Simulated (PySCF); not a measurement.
This script is equivalent to a calculation on Br⁺ (bromine, charge +1).

```python
from pyscf import gto, scf, dft, mp, cc
import basis_set_exchange as bse
mol = gto.M(atom="Br 0 0 0", charge=1, spin=2, symmetry="D2h",
            basis=gto.basis.parse(bse.get_basis("def2-TZVP", elements=["Br"], fmt="nwchem", header=False)))
mf = scf.UHF(mol)
mf.irrep_nelec = {'Ag': (6, 6), 'B1g': (1, 1), 'B2g': (1, 1), 'B3g': (1, 1), 'B1u': (3, 2), 'B2u': (3, 3), 'B3u': (3, 2)}
mf.kernel()
```

(1) What total energy does it give?

(2) Which occupied shell lies highest, and where?

(3) What is ⟨S²⟩, and what would a pure spin state give?

Results:

(1) -2572.00262 hartree (calculated).

(2) 4p β, at -21.105 eV.

(3) 2.009, against 2.00.
